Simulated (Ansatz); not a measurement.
`[SiH3][O][GaH][O][SiH3]`, relaxed with RKS PBE0-D4/def2-TZVP in Ansatz 0.2.0 from a GFN2-xTB geometry. The force threshold is 0.005 eV/Å; the program also tests the step.

Total charge 0; spin multiplicity 1.

Start:

```xyz
12

Si    0.821    0.304    2.208
O    -0.261   -0.725    1.541
Ga   -1.131   -1.296    0.154
O    -0.867   -0.560   -1.396
Si   -0.082    0.546   -2.309
H     2.050    0.314    1.405
H     0.216    1.639    2.258
H     1.030   -0.267    3.540
H    -2.111   -2.430    0.293
H     1.243    0.001   -2.625
H    -0.941    0.660   -3.490
H     0.032    1.814   -1.579
```

(1) By how much does the energy fall, and how many steps does the optimiser take? (An estimate is asked.)

(2) Which bonds change most? (Best estimate.)

(3) Give the relaxed structure. (Best estimate.)

Results:

(1) Computed: 4.39 kcal/mol, in 15 steps, 1 of them rejected.

(2) Computed: O2–Ga3 from 1.735 to 1.772 Å; Ga3–O4 from 1.735 to 1.772 Å; Ga3–H9 from 1.505 to 1.538 Å; Si5–H12 from 1.467 to 1.490 Å.

(3) The calculation gave: 
```xyz
12

Si    0.736    0.336    1.949
O    -0.436   -0.737    1.574
Ga   -1.268   -1.437    0.175
O    -0.860   -0.730   -1.398
Si   -0.002    0.496   -2.051
H     1.804    0.351    0.910
H     0.175    1.709    2.065
H     1.342   -0.050    3.250
H    -2.281   -2.586    0.316
H     1.389    0.061   -2.350
H    -0.658    0.923   -3.315
H     0.058    1.663   -1.126
```
